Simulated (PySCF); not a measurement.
Simulated absorption spectrum

Species: C₄H₁₀OSi.
Atom-mapped SMILES: `[CH3:1][SiH2:2][CH2:3][CH2:4][CH:5]=[O:6]` (hydrogens: H7, H8, H9 on C1; H10, H11 on Si2; H12, H13 on C3; H14, H15 on C4; H16 on C5)

Theory: PySCF, TDDFT B3LYP/def2-SVPD, vertical, gas phase, core orbitals frozen in the response. Isolated species at its GFN2-xTB geometry (one conformer only). Torsions of this conformer, `[CH3:1][SiH2:2][CH2:3][CH2:4][CH:5]=[O:6]`: C1–Si2–C3–C4 180°, Si2–C3–C4–C5 180°, C3–C4–C5–O6 -126°.

Broadening: Gaussians 0.25 eV wide at half height, area fixed by f = 4.319×10⁻⁹ ∫ε dν̃. The cross-section is σ = 3.8235×10⁻²¹ ε cm², given in Mb (10⁻¹⁸ cm²). The width is an assumption, not a result. The curve ends short of the highest state used, and states not computed would add to its high-energy end.

| E (eV) | σ (Mb) |
| --- | --- |
| 3.89 | 0.00 |
| 3.99 | 0.02 |
| 4.10 | 0.16 |
| 4.20 | 0.41 |
| 4.31 | 0.44 |
| 4.42 | 0.16 |
| 4.52 | 0.02 |
| 4.63 | 0.00 |
| 4.73 | 0.00 |
| 4.84 | 0.00 |
| 4.95 | 0.00 |
| 5.05 | 0.00 |
| 5.16 | 0.00 |
| 5.26 | 0.00 |
| 5.37 | 0.00 |
| 5.48 | 0.00 |
| 5.58 | 0.00 |
| 5.69 | 0.00 |
| 5.79 | 0.00 |
| 5.90 | 0.00 |
| 6.01 | 0.00 |
| 6.11 | 0.00 |
| 6.22 | 0.01 |
| 6.33 | 0.18 |
| 6.43 | 1.13 |
| 6.54 | 3.36 |
| 6.64 | 5.72 |
| 6.75 | 15.40 |
| 6.86 | 36.83 |
| 6.96 | 40.23 |

Question: Locate the maxima and give the states behind the curve.

Answer: 291 nm (4.26 eV), ε about 130, made up of S1 (100%); 179 nm (6.92 eV), ε about 11000, made up of S4 (95%) (ε in L mol⁻¹ cm⁻¹; maxima over ε = 5, shares over 10%). The states used: S1 4.26 eV (f 0.0012); S2 6.59 eV (f 0.0079); S3 6.78 eV (f 0.010); S4 6.93 eV (f 0.098); S5 7.22 eV (f 0.042); S6 7.36 eV (f 0.0011); S7 7.50 eV (f 0.012); S8 7.56 eV (f 0.0003).

Question: On this curve, what absorbance would a 10⁻³ mol/L sample give at 280 nm over a 1 cm path?

Answer: 280 nm is 4.428 eV, where ε is about 37 L mol⁻¹ cm⁻¹, so A = ε c l ≈ 0.037 (Beer–Lambert, with the gas-phase spectrum and the assumed width).

Question: Coming from long wavelengths, where does ε first pass 100 L mol⁻¹ cm⁻¹?

Answer: At about 296 nm (4.19 eV), 0.07 eV below S1.

Question: What would ε be at 6.92 eV, the highest of these maxima, with half the width (0.125 eV)?

Answer: About 21100 L mol⁻¹ cm⁻¹ against 11100, a factor of about 1.9; a lone state at its own centre would give exactly 2.
